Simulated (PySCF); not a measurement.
**Two-dimensional NMR puzzle**

Compound of formula C8H9Cl. Correlations simulated from computed shifts and the bond graph:

HSQC (one-bond C–H):
```tsv
δH	δC
6.77	138.5
6.33	149.2
6.24	146.9
4.48	47.4
1.57	16.0
1.56	16.0
```

COSY cross peaks (H two or three bonds apart, from the bond graph; peaks can be absent where the dihedral angle is near 90°):
```tsv
δH	δH
6.77	6.33
1.57	1.56
```

HMBC (two and three bonds, from the bond graph):
```tsv
δH	δC
6.77	149.2, 148.9, 146.9, 47.4, 41.4
6.33	148.9, 146.9, 138.5, 41.4, 16.0
6.24	149.2, 148.9, 138.5, 47.4, 41.4, 16.0
4.48	148.9, 146.9, 138.5
1.57	149.2, 146.9, 41.4, 16.0
1.56	149.2, 146.9, 41.4, 16.0
```

Carbons without hydrogens: δ 148.9, 41.4.

Rapidly exchanging positions averaged, relativity neglected, in vacuum, one computed conformer. Geometry: GFN2-xTB; shielding tensors at PBE0/pcSseg-1 (GIAO); PySCF 2.14.0 with density-fitted response routines.

References, each an isolated molecule treated in the same way: $^{1}$H (σ = 31.72 ppm) and $^{13}$C (σ = 186.93 ppm) against TMS.

Exchangeable hydrogens are left out of these lists.

Which molecule is this?

Answers

SMILES C1=CC(CCl)=CC12CC2.

Atom-mapped SMILES (the numbers label the heavy atoms): `[Cl:1][CH2:2][C:3]1=[CH:4][C:5]2([CH:6]=[CH:7]1)[CH2:8][CH2:9]2` (H(Xn): hydrogen on atom n).

- δC 149.2 is C6, an alkene CH (δH 6.33).
- δC 148.9 is C3, a fully substituted alkene carbon.
- δC 146.9 is C4, an alkene CH (δH 6.24).
- δC 138.5 is C7, an alkene CH (δH 6.77).
- δC 47.4 is C2, an allylic sp3 CH2 bonded to Cl (δH 4.48).
- δC 41.4 is C5, a three-membered-ring carbon.
- δC 16.0 is C8/C9, a three-membered-ring carbon (δH 1.56, 1.57).
- HMBC from δH 6.77 reaches the proton-free carbons C3, C5.
- HMBC from δH 6.33 reaches the proton-free carbons C3, C5.
- HMBC from δH 6.24 reaches the proton-free carbons C3, C5.
- HMBC from δH 4.48 reaches the proton-free carbon C3.
- COSY links 6.77–6.33, 1.57–1.56.

The data come from this structure; uniqueness wasn't tested.

Carbons that carry Cl, above all several Cl atoms, come out too deshielded, partly because spin–orbit coupling is missing. Shifts are as computed. Against solution values, carbons near 30 ppm lie about +3 ppm off and those near 130 ppm about +5 ppm; carbons on Cl a further +6 ppm. Of 1211 compounds with measured shifts, 218 miss one by over three times the rms of a fit or turn the order of signals round; such compounds aren't used in these exercises.
